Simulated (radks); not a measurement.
Results of a calculation; reference values are marked as such.
Q: The mean radii <r> (bohr) of the occupied orbitals of an atom or ion are listed with their occupations. Level of theory: scalar-relativistic Kohn-Sham, r2SCAN, spin-polarised, spherical densities, finite nucleus; meta-GGA in the generalised Kohn-Sham scheme; Fermi nuclear charge, rms radius of each element as measured or else 0.836 A^(1/3) + 0.57 fm (a radial shooting solver on a logarithmic mesh with Libxc functionals).

| orbital | occ. | <r> |
|---|---|---|
| 1s down | 1 | 0.02906 |
| 1s up | 1 | 0.02906 |
| 2s up | 1 | 0.1254 |
| 2s down | 1 | 0.1254 |
| 2p up | 3 | 0.1096 |
| 2p down | 3 | 0.1096 |
| 3s up | 1 | 0.3374 |
| 3s down | 1 | 0.3374 |
| 3p up | 3 | 0.3357 |
| 3p down | 3 | 0.3357 |
| 3d up | 5 | 0.3121 |
| 3d down | 5 | 0.3121 |
| 4s up | 1 | 0.7691 |
| 4s down | 1 | 0.7688 |
| 4p up | 3 | 0.8075 |
| 4p down | 3 | 0.8075 |
| 4d up | 1 | 0.8749 |
| 5s up | 1 | 1.509 |
| 5s down | 1 | 1.516 |

Name the element and its charge. Open shells, if any, are filled with parallel spins first.

A: Z = 50, tin, charge +11: Sn11+ in [Kr] 4d1 5s2. The 1s radius gives Z: for a bare nucleus <r> = (2 gamma + 1)/(2Z) with gamma = sqrt(1 - (Z/c)^2), 0.02862 bohr for Z = 50, and screening makes it slightly larger (0.02906 here). The occupations add up to 39, and the charge is Z minus that.
